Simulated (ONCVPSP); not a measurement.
aluminium (Al) ONCV: all-electron and pseudo phase curves

ONCVPSP 4.0.1 input, shortened (lines: element, Z, core and valence counts, functional; n l f; lmax; l rc ep ncon nbas qcut; lloc lpopt rc5 dvloc0; l nproj debl; icmod fcfact rcfact), LDA (Perdew-Wang 92), scalar-relativistic:

```
  Al 13.00    3    2  -001012      upf
    1    0    2.00
    2    0    2.00
    2    1    6.00
    3    0    2.00
    3    1    0.50
    2
    0    1.55    0.00    5    8    4.30
    1    2.20    0.00    4    8    3.50
    2    2.35    0.30    3    8    4.20
    4    4    1.15    4.00
    0    1    3.20
    1    2    1.90
    2    2    1.10
    3    6.00    1.25
```

The phase is arctan(r·R′/R) of the radial function R(r), unwrapped; energies in Ha, scanned from -2 to 5 Ha. A pole is an energy at which the radial function vanishes at the test radius. The pseudo phase is shifted by a multiple of π to meet the all-electron one at the reference energy, and phase errors are pseudo minus all-electron; the curves can meet again beyond the range given. Levels narrower than the energy grid can be missing from the lists of poles.

```csv
channel,radius (bohr),reference energy (Ha),"poles, all-electron","poles, pseudo",unbroken range about the reference energy with phases within 0.05 rad,phase error 1 Ha above the reference energy (rad)
s,1.57,-0.41,3.67,1.66,below 0.3,-0.075
p,2.24,-0.21,1.15,1.15,below 2.7,-0.001
d,2.39,0.30,"1.22, 4.56","1.22, 4.80",the whole range,+0.000
```

Phases in the d channel:

```json
{"E (Ha)": "-1.98", "all-electron": "1.303", "pseudo": "1.303"}
{"E (Ha)": "-1.80", "all-electron": "1.287", "pseudo": "1.286"}
{"E (Ha)": "-1.62", "all-electron": "1.267", "pseudo": "1.267"}
{"E (Ha)": "-1.44", "all-electron": "1.243", "pseudo": "1.243"}
{"E (Ha)": "-1.26", "all-electron": "1.214", "pseudo": "1.213"}
{"E (Ha)": "-1.08", "all-electron": "1.176", "pseudo": "1.176"}
{"E (Ha)": "-0.90", "all-electron": "1.126", "pseudo": "1.125"}
{"E (Ha)": "-0.72", "all-electron": "1.056", "pseudo": "1.056"}
{"E (Ha)": "-0.54", "all-electron": "0.953", "pseudo": "0.953"}
{"E (Ha)": "-0.36", "all-electron": "0.787", "pseudo": "0.787"}
{"E (Ha)": "-0.18", "all-electron": "0.497", "pseudo": "0.497"}
{"E (Ha)": "0.00", "all-electron": "0.003", "pseudo": "0.002"}
{"E (Ha)": "0.18", "all-electron": "-0.580", "pseudo": "-0.580"}
{"E (Ha)": "0.36", "all-electron": "-0.982", "pseudo": "-0.982"}
{"E (Ha)": "0.54", "all-electron": "-1.212", "pseudo": "-1.212"}
{"E (Ha)": "0.72", "all-electron": "-1.352", "pseudo": "-1.352"}
{"E (Ha)": "0.90", "all-electron": "-1.448", "pseudo": "-1.448"}
{"E (Ha)": "1.08", "all-electron": "-1.521", "pseudo": "-1.521"}
{"E (Ha)": "1.26", "all-electron": "-1.583", "pseudo": "-1.583"}
{"E (Ha)": "1.44", "all-electron": "-1.642", "pseudo": "-1.642"}
{"E (Ha)": "1.62", "all-electron": "-1.706", "pseudo": "-1.706"}
{"E (Ha)": "1.80", "all-electron": "-1.785", "pseudo": "-1.785"}
{"E (Ha)": "1.98", "all-electron": "-1.899", "pseudo": "-1.899"}
{"E (Ha)": "2.16", "all-electron": "-2.101", "pseudo": "-2.099"}
{"E (Ha)": "2.34", "all-electron": "-2.552", "pseudo": "-2.539"}
{"E (Ha)": "2.52", "all-electron": "-3.422", "pseudo": "-3.391"}
{"E (Ha)": "2.70", "all-electron": "-4.032", "pseudo": "-4.010"}
{"E (Ha)": "2.88", "all-electron": "-4.290", "pseudo": "-4.275"}
{"E (Ha)": "3.06", "all-electron": "-4.420", "pseudo": "-4.407"}
{"E (Ha)": "3.24", "all-electron": "-4.497", "pseudo": "-4.486"}
{"E (Ha)": "3.42", "all-electron": "-4.550", "pseudo": "-4.539"}
{"E (Ha)": "3.60", "all-electron": "-4.589", "pseudo": "-4.578"}
{"E (Ha)": "3.78", "all-electron": "-4.620", "pseudo": "-4.608"}
{"E (Ha)": "3.96", "all-electron": "-4.645", "pseudo": "-4.632"}
{"E (Ha)": "4.14", "all-electron": "-4.667", "pseudo": "-4.653"}
{"E (Ha)": "4.32", "all-electron": "-4.687", "pseudo": "-4.671"}
{"E (Ha)": "4.50", "all-electron": "-4.706", "pseudo": "-4.688"}
{"E (Ha)": "4.68", "all-electron": "-4.724", "pseudo": "-4.703"}
{"E (Ha)": "4.86", "all-electron": "-4.742", "pseudo": "-4.717"}
```
